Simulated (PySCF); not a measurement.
**Electronic absorption of C4H14Ge2**

C4H14Ge2.
Structure used (PBE0-D3(BJ)/def2-SVP), in Å, numbered top down from 1:
```
atom  x, y, z in Å
C1    -0.4725   -0.5773    1.2842
C2    -0.7990   -0.3841   -0.1958
C3    -1.8895   -1.3643   -0.6269
C4    -1.2508    1.0522   -0.4551
Ge5    0.8324   -0.7538   -1.2734
Ge6    2.6583    0.7169   -0.6539
H7    -1.3715   -0.3964    1.9004
H8     0.3070    0.1205    1.6300
H9    -0.1262   -1.6008    1.4993
H10   -2.1390   -1.2576   -1.6947
H11   -2.8155   -1.1821   -0.0519
H12   -1.5938   -2.4109   -0.4523
H13   -1.4846    1.2242   -1.5179
H14   -2.1646    1.2750    0.1244
H15   -0.4861    1.7869   -0.1564
H16    1.2652   -2.2228   -1.0628
H17    0.5087   -0.5653   -2.7732
H18    2.2480    2.1955   -0.8051
H19    3.0705    0.4919    0.8147
H20    3.8973    0.4746   -1.5372
```

Level of theory: TDDFT wB97X-D/def2-SVPD, vertical, gas phase, core orbitals frozen in the response (PySCF). Relativistic effects, spin–orbit coupling among them, are left out although an element past zinc is present.

List the vertical singlet excitations with oscillator strengths and describe the spectrum.

```
state  E (eV)  λ (nm)      f  main configurations (H = HOMO, L = LUMO)
   S1    7.09   174.9  0.011                  H→L+1 (63%), H→L+2 (22%)
   S2    7.25   171.1  0.185                    H→L (72%), H→L+1 (13%)
   S3    7.39   167.8  0.122   H→L+2 (31%), H-1→L+2 (25%), H→L+1 (14%)
   S4    7.41   167.4  0.010                               H→L+3 (86%)
   S5    7.69   161.2  0.430   H-1→L+1 (43%), H→L+2 (24%), H-1→L (16%)
   S6    7.93   156.4  0.047   H-1→L (46%), H-1→L+1 (20%), H→L+5 (13%)
```

The lowest singlet comes at 175 nm (684 kJ/mol) in the vacuum ultraviolet; it is weak; its leading configuration is HOMO→LUMO+1 (63%). The most intense listed level is S5 at 7.69 eV (161 nm, f = 0.430), 0.60 eV above S1. Löwdin shares by element: HOMO germanium 43%, carbon 30% or more (atoms not listed hold the other 27%); LUMO germanium 52%, hydrogen 21% or more (atoms not listed hold the other 27%). The listed states span 0.84 eV, and the widest gap between neighbours is 0.28 eV (S4 to S5). Orbital energies (eV): HOMO-3 -11.33, HOMO-2 -10.91, HOMO-1 -9.96, HOMO -9.26, LUMO 1.72, LUMO+1 1.83, LUMO+2 2.22. The oscillator strengths of these states sum to 0.805; summed over the whole spectrum of an exact calculation they would give the number of electrons, 102 (Thomas–Reiche–Kuhn). Only the lowest 6 singlets were computed, as vertical energies without vibronic structure.

Hardware: Arm Neoverse V2, one thread, no GPU, on a shared host. Cost: 1.9 min.
